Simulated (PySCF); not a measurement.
**How methods differ on the ionisation energy of Co²⁶⁺**

Co²⁶⁺ 1s1 [1s1/2^1, M_J = 1/2] → Co²⁷⁺ (bare nucleus), as a difference of total energies. Calculation: PySCF 2.14, in an uncontracted even-tempered set (15 s from 34 bohr⁻², ratio 2.4; 9 p from 44 bohr⁻², ratio 2.4; 3 d from 130 bohr⁻², ratio 2.6; 3 f from 200 bohr⁻², ratio 2.6); the two-component X2C-1e Hamiltonian. "Screened" scales the spin-orbit matrix elements by Boettger's factors to mimic the two-electron term; Breit and QED terms are absent.

| method | ionisation energy (eV) | difference from reference (eV) |
| --- | --- | --- |
| GHF (screened spin-orbit) | 10016.6 | +4.5 |
| GHF (bare spin-orbit) | 10016.6 | +4.5 |

Reference: 10012.1 eV (theoretical estimate listed by NIST; NIST Atomic Spectra Database, ionization energies).
